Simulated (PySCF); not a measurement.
ClRb, charge +1, doublet, at a GFN2-xTB geometry (such geometries of metal compounds can be far from the true shape) (a state made from the parent by changing its charge; the spin is typed, not shown lowest) (core potentials on Rb), with bond 2-1 at 1.6 times its length; BLYP/def2-SVP in PySCF.

Here is a job for PySCF.
```python
from pyscf import gto, scf, dft

mol = gto.M(
    atom='''
Rb   -0.000000   -0.000000   -1.025900
Cl    0.000000    0.000000    4.188086
''',
    basis='def2-svp',
    ecp={'Rb': 'def2-svp'},
    charge=1,
    spin=1,
    verbose=4,
)

mf = dft.UKS(mol)
mf.xc = 'blyp'
mf.init_guess = 'sap'
mf.kernel()
```

Problem. Write the output that PySCF gives for this input, abridged.

Solution. 
```
PySCF version 2.14.0

[INPUT] verbose = 4
[INPUT] num. atoms = 2
[INPUT] num. electrons = 25
[INPUT] charge = 1
[INPUT] spin (= nelec alpha-beta = 2S) = 1
[INPUT] symmetry False subgroup None
[INPUT] Mole.unit = angstrom
[INPUT] Symbol           X                Y                Z      unit          X                Y                Z       unit  Magmom
[INPUT]  1 Rb     0.000000000000   0.000000000000  -1.025900000000 AA    0.000000000000   0.000000000000  -1.938670031191 Bohr   0.0
[INPUT]  2 Cl     0.000000000000   0.000000000000   4.188086000000 AA    0.000000000000   0.000000000000   7.914335526125 Bohr   0.0

nuclear repulsion = 15.5282567446019
number of shells = 18
number of NR pGTOs = 71
number of NR cGTOs = 42
basis = def2-svp
ecp = {'Rb': 'def2-svp'}

******** <class 'pyscf.dft.uks.UKS'> ********
method = UKS
initial guess = sap
damping factor = 0
level_shift factor = 0
DIIS = <class 'pyscf.scf.diis.CDIIS'>
diis_start_cycle = 1
diis_space = 8
diis_damp = 0
SCF conv_tol = 1e-09
SCF conv_tol_grad = None
SCF max_cycles = 50
direct_scf = True
direct_scf_tol = 1e-13
number electrons alpha = 13  beta = 12
XC library pyscf.dft.libxc version 7.1.2
    S. Lehtola, C. Steigemann, M. J. T. Oliveira, and M. A. L. Marques,  SoftwareX 7, 1–5 (2018)
XC functionals = blyp
    A. D. Becke,  Phys. Rev. A 38, 3098 (1988)
    C. Lee, W. Yang, and R. G. Parr,  Phys. Rev. B 37, 785 (1988)
    B. Miehlich, A. Savin, H. Stoll, and H. Preuss,  Chem. Phys. Lett. 157, 200 (1989)
radial grids:
    Treutler-Ahlrichs [JCP 102, 346 (1995); DOI:10.1063/1.469408] (M4) radial grids

becke partition: Becke, JCP 88, 2547 (1988); DOI:10.1063/1.454033
pruning grids: <function nwchem_prune>
grids dens level: 3
symmetrized grids: False
atomic radii adjust function: <function treutler_atomic_radii_adjust>
small_rho_cutoff = 0
Set gradient conv threshold to 3.16228e-05
Initial guess from superposition of atomic potentials (doi:10.1021/acs.jctc.8b01089)
This is the Gaussian fit version as described in doi:10.1063/5.0004046.
Found SAP basis sapgrasplarge

WARN: SAP basis coefficients must be equal or closeto total electronic charge: -54.0 !≃ 25
Check fails with value 29.0

tot grids = 40792
init E= -456.516093972265

cycle= 1 E= -463.562821216667  delta_E= -7.05  |g|= 1.49  |ddm|= 22.5

cycle= 2 E= -438.463710979807  delta_E= 25.1  |g|= 2.92  |ddm|= 16.7
cycle= 3 E= -441.213046778888  delta_E= -2.75  |g|= 3.13  |ddm|= 2.85
cycle= 4 E= -462.3777353807  delta_E= -21.2  |g|= 2.47  |ddm|= 8.74
cycle= 5 E= -463.056062517592  delta_E= -0.678  |g|= 2.47  |ddm|= 1.64
cycle= 6 E= -463.056412319294  delta_E= -0.00035  |g|= 2.47  |ddm|= 0.0189
cycle= 7 E= -463.082864219535  delta_E= -0.0265  |g|= 2.47  |ddm|= 0.103
cycle= 8 E= -463.015521038676  delta_E= 0.0673  |g|= 2.47  |ddm|= 0.221
cycle= 9 E= -462.905012818816  delta_E= 0.111  |g|= 2.47  |ddm|= 0.211
cycle= 10 E= -369.352089780126  delta_E= 93.6  |g|= 4.36  |ddm|= 18.2

cycle= 11 E= -464.815975641085  delta_E= -95.5  |g|= 1.49  |ddm|= 8.69
cycle= 12 E= -439.609941098165  delta_E= 25.2  |g|= 3.08  |ddm|= 10.3
cycle= 13 E= -439.780093747893  delta_E= -0.17  |g|= 3.09  |ddm|= 0.355
cycle= 14 E= -439.93884284917  delta_E= -0.159  |g|=  3.1  |ddm|= 1.33
cycle= 15 E= -439.942166943911  delta_E= -0.00332  |g|=  3.1  |ddm|= 1.13
cycle= 16 E= -440.22382417186  delta_E= -0.282  |g|= 3.11  |ddm|= 1.56
cycle= 17 E= -441.022207761611  delta_E= -0.798  |g|= 3.13  |ddm|= 2.09
cycle= 18 E= -440.71461016537  delta_E= 0.308  |g|= 3.13  |ddm|= 0.491

cycle= 19 E= -460.434314830248  delta_E= -19.7  |g|= 2.58  |ddm|= 6.35
cycle= 20 E= -463.468381517285  delta_E= -3.03  |g|= 2.01  |ddm|= 16.1
cycle= 21 E= -482.57920258081  delta_E= -19.1  |g|= 1.03  |ddm|= 14.1

cycle= 22 E= -458.969600413055  delta_E= 23.6  |g|= 2.71  |ddm|=  2.9

cycle= 23 E= -459.099398226614  delta_E= -0.13  |g|= 2.71  |ddm|= 0.466

cycle= 24 E= -460.703064266778  delta_E= -1.6  |g|=  2.6  |ddm|= 6.23

cycle= 25 E= -460.69459728067  delta_E= 0.00847  |g|= 2.61  |ddm|= 0.183

cycle= 26 E= -460.722045381113  delta_E= -0.0274  |g|= 2.61  |ddm|= 0.43

cycle= 27 E= -463.293512293627  delta_E= -2.57  |g|= 2.52  |ddm|= 5.18

cycle= 28 E= -469.066428080606  delta_E= -5.77  |g|= 2.29  |ddm|= 2.22

cycle= 29 E= -482.914456030124  delta_E= -13.8  |g|= 0.641  |ddm|= 7.52

cycle= 30 E= -483.647497507528  delta_E= -0.733  |g|= 0.438  |ddm|= 2.12

cycle= 31 E= -483.881394806384  delta_E= -0.234  |g|= 0.0866  |ddm|= 1.61
cycle= 32 E= -483.886191551573  delta_E= -0.0048  |g|= 0.0255  |ddm|=  0.3
cycle= 33 E= -483.886588657005  delta_E= -0.000397  |g|= 0.00676  |ddm|= 0.144
cycle= 34 E= -483.886616144851  delta_E= -2.75e-05  |g|= 0.00251  |ddm|= 0.0496
cycle= 35 E= -483.886620412888  delta_E= -4.27e-06  |g|= 0.000434  |ddm|= 0.0134
cycle= 36 E= -483.886620523548  delta_E= -1.11e-07  |g|= 0.000193  |ddm|= 0.000957
cycle= 37 E= -483.886620545739  delta_E= -2.22e-08  |g|= 7.29e-05  |ddm|= 0.00021
cycle= 38 E= -483.886620549577  delta_E= -3.84e-09  |g|= 1.12e-05  |ddm|= 0.00013
cycle= 39 E= -483.886620549649  delta_E= -7.19e-11  |g|= 1.54e-06  |ddm|= 1.01e-05
Extra cycle  E= -483.88662054965  delta_E= -1.59e-12  |g|= 6.5e-07  |ddm|= 3.49e-06
converged SCF energy = -483.88662054965  <S^2> = 0.75143804  2S+1 = 2.0014375
```
